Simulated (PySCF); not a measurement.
C$_{4}$H$_{10}$AlClO (SMILES CC[O][Al]([Cl])[CH2]C), singlet, geometry from GFN2-xTB (such geometries of metal compounds can be far from the true shape).

Input for PySCF:
```python
from pyscf import gto, scf, mcscf, mp
import numpy

mol = gto.M(
    atom='''
Al   -0.01091042    0.35964579   -0.12385996
Cl    0.59338131    2.29661528   -0.28657549
C    -1.23141181   -0.51942605   -1.46059538
C    -1.60880691    0.37200821   -2.64579918
H    -2.14284677   -0.85059558   -0.94985622
H    -0.76124550   -1.43875112   -1.82724158
H    -0.72415790    0.66617032   -3.20698899
H    -2.10157644    1.28093914   -2.30612602
H    -2.28535887   -0.14931960   -3.32400883
O     0.51907220   -0.51818786    1.16893131
C     0.84910484   -1.46306822    2.14366023
C     0.43277614   -2.86440677    1.71718136
H     1.93229217   -1.43005314    2.31205308
H     0.34467995   -1.19236912    3.07895065
H     0.93682052   -3.13196371    0.79137374
H     0.69413534   -3.58414167    2.48835639
H    -0.64094080   -2.89291068    1.54731759
''',
    basis='sto-3g',
    verbose=4,
)

mf = scf.RHF(mol)
mf.kernel()
mc = mcscf.CASSCF(mf, 2, 2)
mc.fix_spin_(ss=0.0)
noons, natorbs = mcscf.addons.make_natural_orbitals(mp.MP2(mf).run())
mc.kernel(natorbs)
occ = numpy.linalg.eigvalsh(mc.fcisolver.make_rdm1(mc.ci, mc.ncas, mc.nelecas))[::-1]
ss = mc.fcisolver.spin_square(mc.ci, mc.ncas, mc.nelecas)[0]
print('natural occupations', occ.round(4), ' <S^2>', round(ss, 4))
```

What does this run give for the SCF-reference HOMO-LUMO gap, total energy, natural occupations of the active orbitals, SCF-reference Mulliken (on the basis functions themselves) charges in atom order, SCF-reference HOMO energy?


```
Quantity                                                                                                                                                                                                                                          Result
--------------------------------------------------------------------------------  ----------------------------------------------------------------------------------------------------------------------------------------------------------------------
SCF-reference HOMO-LUMO gap                                                                                                                                                                                                                     16.90 eV
total energy                                                                                                                                                                                                                                -923.0542 Eh
natural occupations of the active orbitals                                                                                                                                                                                                    1.97, 0.03
SCF-reference Mulliken (on the basis functions themselves) charges in atom order  Al1 1.19, Cl2 -0.50, C3 -0.31, C4 -0.18, H5 0.03, H6 0.03, H7 0.05, H8 0.05, H9 0.05, O10 -0.55, C11 0.05, C12 -0.19, H13 0.05, H14 0.05, H15 0.06, H16 0.06, H17 0.06
SCF-reference HOMO energy                                                                                                                                                                                                                       -7.97 eV
```
